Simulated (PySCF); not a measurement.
C8H9P.
Atom-mapped SMILES: `[cH:1]1[cH:2][cH:3][c:4]([CH:5]2[CH2:6][CH2:7]2)[p:8][cH:9]1` (hydrogens: H10 on C1; H11 on C2; H12 on C3; H13 on C5; H14, H15 on C6; H16, H17 on C7; H18 on C9)

The same species was optimised twice, with GFN2-xTB and with PBE0-D3(BJ)/def2-SVP (PySCF), and the same property calculations (PySCF, gas phase) were run on both structures.

| coordinate | GFN2-xTB | PBE0-D3(BJ)/def2-SVP | change |
| --- | --- | --- | --- |
| C1–C9 (Å) | 1.378 | 1.391 | +0.013 |
| C3–C4 (Å) | 1.385 | 1.397 | +0.012 |
| C2–C3 (Å) | 1.385 | 1.394 | +0.009 |
| C4–C5 (Å) | 1.478 | 1.487 | +0.009 |
| C1–C2 (Å) | 1.385 | 1.393 | +0.008 |
| C4–P8 (Å) | 1.753 | 1.759 | +0.006 |
| C5–C6 (Å) | 1.506 | 1.511 | +0.005 |
| C5–C7 (Å) | 1.507 | 1.510 | +0.003 |
| P8–C9 (Å) | 1.730 | 1.732 | +0.002 |
| C6–C7 (Å) | 1.489 | 1.489 | 0.000 |
| C4–C5–C6 (°) | 120.0 | 121.4 | +1.4 |
| C4–C5–C7 (°) | 120.0 | 121.4 | +1.4 |
| C5–C4–P8 (°) | 118.1 | 119.4 | +1.3 |
| C4–P8–C9 (°) | 100.6 | 101.3 | +0.7 |
| C3–C4–C5 (°) | 118.7 | 118.1 | -0.6 |
| C3–C4–P8 (°) | 123.2 | 122.6 | -0.6 |
| C2–C1–C9 (°) | 122.8 | 122.3 | -0.5 |
| C1–C2–C3 (°) | 122.7 | 123.0 | +0.3 |
| C3–C4–C5–C6 (°) | -145 | -145 | 0 |

Rotational constants: A = 3151, B = 1060, C = 845.1 MHz (GFN2-xTB) against A = 3123, B = 1034, C = 827.3 MHz (PBE0-D3(BJ)/def2-SVP). Point groups within 0.08 Å: Cs and Cs.

On the GFN2-xTB structure: HOMO (eV) -6.71 [PBE0/pcSseg-1]; LUMO (eV) -1.43 [PBE0/pcSseg-1]; dipole (D) 1.44 [PBE0/pcSseg-1]; GIAO shielding of C1 (ppm) 51.4 [PBE0/pcSseg-1]; GIAO shielding of C2 (ppm) 53.3 [PBE0/pcSseg-1]; GIAO shielding of C3 (ppm) 49.6 [PBE0/pcSseg-1]; GIAO shielding of C4 (ppm) -5.4 [PBE0/pcSseg-1]; GIAO shielding of C5 (ppm) 161.1 [PBE0/pcSseg-1]; GIAO shielding of C6/C7 (mean) (ppm) 163.4 [PBE0/pcSseg-1]; GIAO shielding of P8 (ppm) 109.5 [PBE0/pcSseg-1]; GIAO shielding of C9 (ppm) 21.8 [PBE0/pcSseg-1].

Q: What do these properties become on the PBE0-D3(BJ)/def2-SVP structure?

A: 
```tsv
property	level	on GFN2-xTB	on PBE0-D3(BJ)/def2-SVP	change
HOMO (eV)	PBE0/pcSseg-1	-6.71	-6.72	-0.01
LUMO (eV)	PBE0/pcSseg-1	-1.43	-1.45	-0.02
dipole (D)	PBE0/pcSseg-1	1.44	1.46	+0.02
energy, GFN2-xTB geometry as zero (kcal/mol)	PBE0/pcSseg-1	0.0	-0.5	-0.5
GIAO shielding of C1 (ppm)	PBE0/pcSseg-1	51.4	48.5	-2.9
GIAO shielding of C2 (ppm)	PBE0/pcSseg-1	53.3	50.6	-2.7
GIAO shielding of C3 (ppm)	PBE0/pcSseg-1	49.6	46.1	-3.5
GIAO shielding of C4 (ppm)	PBE0/pcSseg-1	-5.4	-6.6	-1.2
GIAO shielding of C5 (ppm)	PBE0/pcSseg-1	161.1	159.4	-1.7
GIAO shielding of C6/C7 (mean) (ppm)	PBE0/pcSseg-1	163.4	162.6	-0.8
GIAO shielding of P8 (ppm)	PBE0/pcSseg-1	109.5	106.2	-3.3
GIAO shielding of C9 (ppm)	PBE0/pcSseg-1	21.8	20.4	-1.4
```

The heavy atoms differ by 0.030 Å rms after alignment. Among bonds between heavy atoms C1–C9 and C3–C4 change most and about equally (+0.012 to +0.013 Å). Changes are differences of the printed values. Neither structure is proved a minimum here.

Shape of the structure used: `[cH:1]1[cH:2][cH:3][c:4]([CH:5]2[CH2:6][CH2:7]2)[p:8][cH:9]1`: C3–C4–C5–C6 -145°.
